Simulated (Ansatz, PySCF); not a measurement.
Process, species as SMILES: O=[SiH2] [oxosilane] → O=[SiH2] as doublet, charge -1 (an electron is taken up)
Geometries: B3LYP-D3(BJ)/def2-TZVP minima from Ansatz (a program for electronic structure). Frequencies are from Ansatz or PySCF. A spin state is the lowest found, not a proven ground state.
Geometry of the first species:
```xyz
4

Si     0.0729    -0.4313    -0.0029
O     -0.1804     1.0669     0.0071
H     -0.9986    -1.4531    -0.0255
H      1.4209    -1.0442     0.0090
```
Charge 0, spin multiplicity 1.

Quantity: adiabatic electron affinity (0 K, with B3LYP-D3(BJ) harmonic zero-point energies), positive where the reaction releases energy, in eV. Correlated levels leave the core frozen unless marked. UHF or UKS for open shells. No spin-orbit coupling. Non-relativistic unless marked X2C. Anions need diffuse functions: aug- sets have them; def2-D sets add few; the other sets have none. CBS marks a two-point X^-3 extrapolation of the correlation energy; Hartree-Fock from the larger set.

| level | program | adiabatic electron affinity (eV) |
|---|---|---|
| HF/aug-cc-pV(T+d)Z | Ansatz | 0.40 |
| HF-D4/def2-TZVPD | PySCF + dftd4 | 0.50 |

Problem. Estimate the value at CCSD(T)/CBS(def2-TZVPPD,def2-QZVPPD) as computed with Ansatz.

Solution. 0.78 eV
